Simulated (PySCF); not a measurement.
Mo(NH)(S)(Me)(SH) (CH₅MoNS₂), SMILES [CH3][Mo](=[NH])(=[S])[SH], multiplicity 1. Geometry: PBE-D3(BJ)/def2-SVP. The multiplicity is an assumed one; no other spin state was optimised. The structure was generated by enumeration; whether it is a known compound was not checked. The def2 effective core potentials stand for the cores of Mo; spin–orbit coupling is left out. One conformer was computed; it need not be the lowest.

Computed equilibrium geometry at PBE-D3(BJ)/def2-SVP (PySCF confirms it by a frequency run) as Cartesian coordinates in Å (one conformer of several):
```xyz
10

Mo    -0.0179    -0.0116    -0.2225
N     -0.1872    -1.1969    -1.4807
H      0.2445    -1.8965    -2.1007
S      2.0109     0.2680     0.3642
C     -0.6495     1.7832    -1.1268
H     -0.5810     2.6014    -0.3800
H     -1.7021     1.6525    -1.4562
H     -0.0270     2.0370    -2.0083
S     -1.3703    -0.5724     1.6062
H     -2.2240    -1.3601     0.8899
```
